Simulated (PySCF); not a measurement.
H2MoO2S2, SMILES [OH][Mo]([OH])(=[S])=[S], multiplicity 1.

The structure is a stationary point at PBE0-D3(BJ)/def2-SVP. The geometry has at least one imaginary mode, so it is a saddle point at that level. The multiplicity is an assumed one; no other spin state was optimised. The structure was generated by enumeration; whether it is a known compound was not checked. The def2 effective core potentials stand for the cores of Mo; spin–orbit coupling is left out. Other conformers were not sampled.

Two levels are set side by side: TDDFT-PBE/def2-SVPD (PySCF) and TDDFT-PBE0/def2-SVPD (PySCF). Vertical, same geometry. The lowest singlet is HOMO→LUMO 91 % with PBE and HOMO→LUMO+1 98 % with the other functional; states are paired by order. Differences are taken from unrounded values.

```csv
quantity,TDDFT-PBE
lowest singlet excitation (eV),2.67
lowest triplet excitation (TDA) (eV),1.96
```

Problem. These are the TDDFT-PBE values. What does TDDFT-PBE0 give? (The exact figures need the calculation; the answer reports its results.)

Solution. 
```csv
quantity,TDDFT-PBE0,TDDFT-PBE minus TDDFT-PBE0
lowest singlet excitation (eV),2.75,-0.08
lowest triplet excitation (TDA) (eV),1.97,-0.01
```

Rough cost on one machine, each run with all the roots and properties that it gave: TDDFT-PBE0 against TDDFT-PBE about 4 times.
